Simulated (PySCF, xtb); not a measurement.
Be(SH)(GeH3) (BeGeH₄S), SMILES [SH][Be][GeH3]. Other conformers were not sampled.

Harmonic wavenumbers (cm⁻¹) from GFN2-xTB (xtb) at its own minimum, in rising order: 29, 110, 140, 255, 283, 315, 405, 849, 888, 919, 927, 1978, 2024, 2027, 2502.

Task: What does PBE-D3(BJ)/def2-TZVP (PySCF 2.14.0) give at its own minimum? (The exact figures need the calculation; the answer reports its results.)

Result: 8, 148, 163, 250, 396, 425, 585, 765, 854, 856, 909, 2051, 2058, 2060, 2597. Paired by order, the mean absolute difference is 61 cm⁻¹ and the zero-point energies are 19.5 and 20.2 kcal/mol.
